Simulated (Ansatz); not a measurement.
Cost and result up the ladder for dimethylphenylsulfonium chloride, `C[S+](C)c1ccccc1.[Cl-]` (21 atoms). Total charge 0; singlet. Geometry: r2SCAN-D4/def2-SVP.

Cartesian coordinates in Å:
```
C 0.958 0.662 2.120
S 0.881 1.316 0.430
C -0.642 2.300 0.424
C 0.171 -0.213 -0.375
C 0.906 -0.671 -1.473
C 0.488 -1.811 -2.167
C -0.664 -2.490 -1.762
C -1.398 -2.030 -0.663
C -0.984 -0.891 0.033
H 1.808 -0.034 2.135
H 1.165 1.541 2.745
H 0.026 0.139 2.370
H -0.390 3.193 1.012
H -0.833 2.557 -0.628
H -1.476 1.717 0.836
H 1.807 -0.131 -1.783
H 1.065 -2.167 -3.026
H -0.992 -3.383 -2.303
H -2.300 -2.561 -0.346
H -1.573 -0.548 0.890
Cl 1.976 3.507 1.533
```

Ansatz on 4 threads of Arm Neoverse V1 on a shared host. Times are rough, and most runs start from the orbitals of an earlier one. CAM-B3LYP-D4/def2-TZVP serves as the yardstick here, not as an exact answer. Differences are given only for rows in sets of like size (and for xTB, whose basis is part of the method), since another set adds its own error. Binding counts from free atoms at the same level (C triplet, S triplet, H doublet, Cl doublet; other spins of the atoms weren't run), without zero-point energy or a counterpoise term.

B3LYP takes the VWN-RPA correlation. HSE06 is defined as in plane-wave codes, on full-range PBE exchange. Correlated methods freeze 18 core orbitals. The rows differ in basis, and correlated rows in double-zeta sets carry the largest basis error.

Run but left out: HF/STO-3G, HF/6-31G (restricted singlet, unstable in another Hartree–Fock run and untested here).

Correlated methods converge slowly with the basis, most of all in double-zeta sets.

| level | functions | wall time | binding energy per atom (eV) | difference from CAM-B3LYP-D4/def2-TZVP (eV) | remarks |
| --- | --- | --- | --- | --- | --- |
| B3LYP-D4/6-31G | 120 | 2.9 s | 4.21 | – | – |
| PBE-D4/def2-SVP | 203 | 3.6 s | 4.51 | – | – |
| PBE0-D4/def2-SVP | 203 | 6 s | 4.43 | – | – |
| MP2/def2-SVP | 203 | 6 s | 4.19 | – | restricted SCF unstable |
| PBE-D4/def2-TZVP (with forces) | 388 | 11 s | 4.48 | 0.14 | – |
| PBE0-D4/def2-TZVP | 388 | 16 s | 4.39 | 0.06 | – |
| HSE06-D4/def2-TZVP | 388 | 17 s | 4.40 | 0.06 | – |
| r2SCAN-D4/def2-TZVP (with forces) | 388 | 18 s | 4.36 | 0.03 | – |
| CAM-B3LYP-D4/def2-TZVP | 388 | 18 s | 4.34 | 0.00 | – |
